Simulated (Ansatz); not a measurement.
CH7OPSi, SMILES `CO[SiH2]P`, relaxed with RKS PBE0-D4/def2-TZVP in Ansatz 0.2.0 from a PBE-D4/def2-SVP geometry. The force threshold is 0.005 eV/Å; the program also tests the step.

Total charge 0; spin multiplicity 1.

Start:

```xyz
11

C     1.839   -0.421   -0.167
O     0.600   -1.096   -0.061
Si   -0.868   -0.356   -0.412
P    -1.170    1.465    0.936
H     1.863    0.518    0.434
H     2.639   -1.091    0.211
H     2.082   -0.157   -1.223
H    -1.898   -1.432   -0.239
H    -0.898    0.162   -1.833
H    -1.729    0.684    2.010
H    -2.461    1.724    0.345
```

| step | energy (eV) | largest force (eV/Å) | largest move (Å) |
| --- | --- | --- | --- |
| 1 | -20356.8571 | 0.675 | 0.000 |
| 2 | -20356.9082 | 0.511 | 0.029 |
| 3 | -20356.9176 | 0.101 | 0.025 |
| 4 | -20356.9180 | 0.062 | 0.029 |
| 5 | -20356.9189 | 0.040 | 0.030 |
| 6 | -20356.9193 | 0.013 | 0.019 |
| 7 | -20356.9194 | 0.012 | 0.013 |
| 8 | -20356.9194 | 0.003 | 0.005 |
| 9 | -20356.9194 | 0.003 | 0.007 |

End:

```xyz
11

C     1.832   -0.415   -0.173
O     0.592   -1.071   -0.032
Si   -0.844   -0.358   -0.387
P    -1.184    1.443    0.930
H     1.886    0.482    0.455
H     2.619   -1.104    0.136
H     2.012   -0.122   -1.214
H    -1.863   -1.421   -0.224
H    -0.851    0.153   -1.789
H    -1.765    0.696    1.988
H    -2.434    1.718    0.310
```

Run time 28 s (4 threads of an Intel Xeon Platinum 8259CL on a shared host); peak host memory 0.44 GiB.
